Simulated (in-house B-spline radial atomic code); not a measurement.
Ba+ is squeezed into an impenetrable sphere of radius R (the orbitals vanish at R). No spin polarisation. Computed with a B-spline radial code for spherical atoms: scalar-relativistic (X2C) PBE, spherical fractional occupations, Fermi nucleus of rms radius 4.8378 fm.

Energies in eV above the free ion in [Xe] 6s1:

```json
{"R (bohr)": "9.7", "highest level (eV)": "-7.49", "[Xe] 6s1": "0.04233", "[Kr] 4d10 5s2 5p5 6s1 6d1": "25.43", "[Kr] 4d10 5s2 5p5 5f1 6s1": "26.67"}
{"R (bohr)": "6.06", "highest level (eV)": "-5.21", "[Xe] 6s1": "1.827", "[Kr] 4d10 5s2 5p5 6s1 6d1": "34.14", "[Kr] 4d10 5s2 5p5 5f1 6s1": "32.88"}
{"R (bohr)": "5.09", "highest level (eV)": "-1.8", "[Xe] 6s1": "5.048", "[Kr] 4d10 5s2 5p5 6s1 6d1": "44.63", "[Kr] 4d10 5s2 5p5 5f1 6s1": "40.01"}
{"R (bohr)": "4.34", "highest level (eV)": "4.64", "[Xe] 6s1": "12.17", "[Kr] 4d10 5s2 5p5 6s1 6d1": "62.67", "[Kr] 4d10 5s2 5p5 5f1 6s1": "52.49"}
{"R (bohr)": "3.74", "highest level (eV)": "16", "[Xe] 6s1": "27.24", "[Kr] 4d10 5s2 5p5 6s1 6d1": "93.44", "[Kr] 4d10 5s2 5p5 5f1 6s1": "74.6"}
{"R (bohr)": "2.84", "highest level (eV)": "63.6", "[Xe] 6s1": "113.9", "[Kr] 4d10 5s2 5p5 6s1 6d1": "231.6", "[Kr] 4d10 5s2 5p5 5f1 6s1": "181.1"}
{"R (bohr)": "2.51", "highest level (eV)": "104", "[Xe] 6s1": "207.8", "[Kr] 4d10 5s2 5p5 6s1 6d1": "362.5", "[Kr] 4d10 5s2 5p5 5f1 6s1": "287.1"}
{"R (bohr)": "2.19", "highest level (eV)": "172", "[Xe] 6s1": "392", "[Kr] 4d10 5s2 5p5 6s1 6d1": "601.6", "[Kr] 4d10 5s2 5p5 5f1 6s1": "486.1"}
{"R (bohr)": "1.98", "highest level (eV)": "243", "[Xe] 6s1": "616.1", "[Kr] 4d10 5s2 5p5 6s1 6d1": "877.8", "[Kr] 4d10 5s2 5p5 5f1 6s1": "721.4"}
{"R (bohr)": "1.25", "highest level (eV)": "1030", "[Xe] 6s1": "4217", "[Kr] 4d10 5s2 5p5 6s1 6d1": "4899", "[Kr] 4d10 5s2 5p5 5f1 6s1": "4330"}
```

Question: Does [Kr] 4d10 5s2 5p5 6s1 6d1 fall below [Xe] 6s1 under compression?

Answer: No, it stays above over the whole range.

Question: Does [Kr] 4d10 5s2 5p5 5f1 6s1 fall below [Xe] 6s1 under compression?

Answer: No, it stays above over the whole range.

The highest level is first positive in the row R = 4.34 bohr, pushed up by confinement above the zero of the free ion's potential. Each configuration is held fixed and needn't be the lowest in the sphere.
